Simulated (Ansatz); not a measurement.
`[GaH2][SeH]` and `[OH][GaH][SeH]` differ in one atom or group.

Ansatz, PBE0-D4/def2-TZVP geometries, multiplicity 1. Each molecule was computed in one conformer, which needn't be the lowest.

Scalar relativity is left out up to krypton.

```csv
property,`[GaH2][SeH]`
size of the dipole moment (PBE/def2-TZVPP) / D,0.78
HOMO–LUMO gap (PBE0/def2-TZVPP) / eV,5.77
HOMO–LUMO gap (B3LYP/def2-TZVPP) / eV,5.29
LUMO energy (PBE0/def2-TZVPP) / eV,-1.58
size of the dipole moment (B3LYP/def2-TZVPP) / D,0.87
"ideal-gas entropy at 298 K and 1 bar (rigid rotor, harmonic PBE0-D4/def2-TZVP) / J/(mol·K)",291
```

Question: Give the same properties after the change, and the shifts. (Estimate.)

Answer: The calculation gave: 
| property | `[OH][GaH][SeH]` | shift |
| --- | --- | --- |
| size of the dipole moment (PBE/def2-TZVPP) / D | 0.88 | 0.10 |
| HOMO–LUMO gap (PBE0/def2-TZVPP) / eV | 6.47 | 0.70 |
| HOMO–LUMO gap (B3LYP/def2-TZVPP) / eV | 5.97 | 0.68 |
| LUMO energy (PBE0/def2-TZVPP) / eV | -0.94 | 0.64 |
| size of the dipole moment (B3LYP/def2-TZVPP) / D | 0.86 | -0.01 |
| ideal-gas entropy at 298 K and 1 bar (rigid rotor, harmonic PBE0-D4/def2-TZVP) / J/(mol·K) | 323 | 32 |

With PBE0 the HOMO falls by 0.06 eV and the LUMO rises by 0.64 eV, so the gap widens by about 0.70 eV. PBE moves the HOMO by 0.03 eV and ωB97M-V by -0.09 eV. The zero-point energy changes by 18.7 kJ/mol with +3 modes. Dipoles are sizes alone; their direction can turn.

B3LYP here is the variant with VWN-RPA as its local correlation; programs differ in this.

Spin–orbit coupling is left out; it splits and shifts lone-pair levels of the heavy atoms by tenths of an eV.
